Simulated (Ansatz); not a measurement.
Reaction (substitution at a C–Si bond): `C=C(N)[SiH2][SiH3]` + `[SiH3]S` → `C=C(N)S[SiH3]` + disilane

Calculated with Ansatz (gas phase, PBE0-D4/def2-TZVP geometries, no zero-point term in ΔE). CCSD(T)/CBS is the MP2 limit (def2-TZVPP, def2-QZVPP) plus CCSD(T) − MP2 in def2-TZVPP, frozen cores. DFT in def2-TZVPP. B3LYP here is the variant with VWN-RPA as its local correlation; programs differ in this. HSE06 is defined as in plane-wave codes. One conformer a species, not always the lowest.

`C=C(N)[SiH2][SiH3]`:

```xyz
14

C    -0.802    1.322   -0.802
C    -0.023    0.273   -1.097
N     0.515    0.046   -2.353
Si    0.279   -1.069    0.183
Si   -0.113   -0.293    2.352
H    -1.263    1.424    0.171
H    -1.025    2.097   -1.532
H     1.381   -0.466   -2.386
H     0.497    0.826   -2.993
H     1.703   -1.508    0.063
H    -0.557   -2.267   -0.110
H     0.073   -1.407    3.321
H     0.837    0.799    2.692
H    -1.502    0.222    2.492
```

`[SiH3]S`:

Z-matrix (Å, degrees):
```
Si
S 1 2.137
H 1 1.485 2 111.6
H 1 1.485 2 111.6 3 -122.0
H 1 1.482 2 104.8 3 119.0
H 2 1.344 1 94.7 3 60.9
```

`C=C(N)S[SiH3]`:

```xyz
12

C     1.362   -0.329    1.619
C     0.772   -0.293    0.424
N     0.089   -1.344   -0.170
S     0.766    1.203   -0.527
Si   -1.305    1.241   -1.085
H     1.752    0.569    2.074
H     1.452   -1.263    2.164
H     0.272   -1.457   -1.156
H     0.152   -2.217    0.335
H    -1.492    2.600   -1.655
H    -2.172    1.050    0.103
H    -1.647    0.240   -2.126
```

`[SiH3][SiH3]`:

Cartesian coordinates in Å:
```
Si 0.576 0.504 0.884
Si -0.576 -0.504 -0.884
H 0.868 -0.497 1.945
H 1.862 1.075 0.402
H -0.240 1.599 1.474
H -1.861 -1.078 -0.401
H 0.241 -1.597 -1.476
H -0.872 0.497 -1.944
```

| level | ΔE (kcal/mol) | difference from CCSD(T)/CBS |
| --- | --- | --- |
| PBE-D4 | 5.4 | -1.3 |
| revPBE-D4 | 4.6 | -2.1 |
| BLYP-D4 | 5.5 | -1.2 |
| r2SCAN-D4 | 5.8 | -0.9 |
| B97M-V | 5.5 | -1.2 |
| PBE0-D4 | 5.9 | -0.8 |
| B3LYP-D4 | 6.1 | -0.6 |
| r2SCANh-D4 | 6.0 | -0.7 |
| r2SCAN0-D4 | 6.2 | -0.5 |
| HSE06-D4 | 5.9 | -0.8 |
| BHLYP-D4 | 6.7 | 0.0 |
| CAM-B3LYP-D4 | 6.5 | -0.2 |
| ωB97X-V | 6.2 | -0.5 |
| ωB97M-V | 6.6 | -0.1 |
| B2PLYP | 6.4 | -0.3 |
| PBE-QIDH | 6.1 | -0.6 |
| PBE | 5.6 | -1.1 |
| BLYP | 6.2 | -0.5 |
| r2SCAN | 5.8 | -0.9 |
| PBE0 | 6.1 | -0.6 |
| B3LYP | 6.6 | -0.1 |
| r2SCANh | 6.0 | -0.7 |
| r2SCAN0 | 6.2 | -0.5 |
| HSE06 | 6.1 | -0.6 |
| BHLYP | 6.9 | 0.2 |
| LC-ωPBE | 6.6 | -0.1 |
| RPA@PBE/def2-TZVPP | 6.6 | -0.1 |
| HF/def2-SVP | 7.0 | 0.3 |
| MP2/def2-SVP | 4.2 | -2.5 |
| CCSD/def2-SVP | 5.0 | -1.7 |
| CCSD(T)/def2-SVP | 4.7 | -2.0 |
| HF/def2-TZVPP | 7.4 | 0.7 |
| SCS-MP2/def2-TZVPP | 5.9 | -0.8 |
| CCSD/def2-TZVPP | 7.0 | 0.3 |
| CCSD(T)/def2-TZVPP | 6.6 | -0.1 |
| MP2/def2-QZVPP | 5.9 | -0.8 |
| SCS-MP2/def2-QZVPP | 6.1 | -0.6 |
| HF/CBS(def2) | 7.6 | 0.9 |
| MP2/CBS(def2) | 5.9 | -0.8 |
| CCSD/CBS(def2) | 7.1 | 0.4 |
| CCSD(T)/CBS | 6.7 | 0 |

Largest T1 diagnostic among the species: 0.013.

At CCSD(T), def2-SVP lies −2.0 kcal/mol from the extrapolated value and def2-TZVPP −0.1 kcal/mol. In def2-TZVPP, CCSD(T) changes the Hartree–Fock value by −0.8 kcal/mol (the triples alone add −0.4 kcal/mol) and MP2 by −1.6 kcal/mol.
